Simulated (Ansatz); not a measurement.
An input meant for the cluster CuI2⁻ (charge -1, singlet; atoms displaced at random, 0.15 Å in each coordinate).

```yaml
crystal:
  periodic: [false, false, false]
  atoms:
    - {symbol: Cu, position_ang: [-0.007708, -0.015784, 0.054879]}
    - {symbol: I, position_ang: [-1.108321, -2.051043, 0.147540]}
    - {symbol: I, position_ang: [1.149142, 2.302760, 0.017540]}
basis:
  gaussian: {orbitals: def2-mTZVPP}
total_charge: -1
magnetization: {spin_polarized: true, initial_magnetization: 1}
hamiltonian: {xc: {name: wB97X-V}}
scf: {omitted_lower_state_checks: [starts]}
output: {forces: true}
```

```sh
$ ansatz run in.yaml --threads 4 --pin off --events-out ev --progress --plain --max-ram 3916MiB
```

Shortened log:

```
Error: a molecule whose nuclei and cores have a total charge of 79 cannot have a net charge of -1 together with 1 unpaired electrons
```

(1) What is wrong with this run?

Answers

(1) The number of unpaired electrons doesn't fit the electron count. The input was rejected before any iteration.
